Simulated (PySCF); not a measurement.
C3H7BFN, SMILES CB(C(F)=C)N.

Geometry: ωB97X-D3(BJ)/def2-SVP. This is a generated structure with no PubChem entry under its InChIKey; it may be hypothetical. Other conformers were not sampled.

All values below come from M06-2X/def2-TZVP run with PySCF.

Isolated molecule, no solvent.

| Property | Value |
|---|---|
| total energy | -298.00978 hartree |
| highest occupied level | -8.57 eV |
| lowest empty level | 0.30 eV |
| orbital gap | 8.88 eV |
| dipole moment | 2.77 D |
| quadrupole, principal values (traceless, Buckingham form, about the centre of nuclear charge) | -5.18, 1.99, 3.19 D·Å |
| mean static polarisability | 58.3 bohr³ (8.64 Å³) |
| polarisability, principal values | 43.2, 59.8, 71.9 bohr³ |
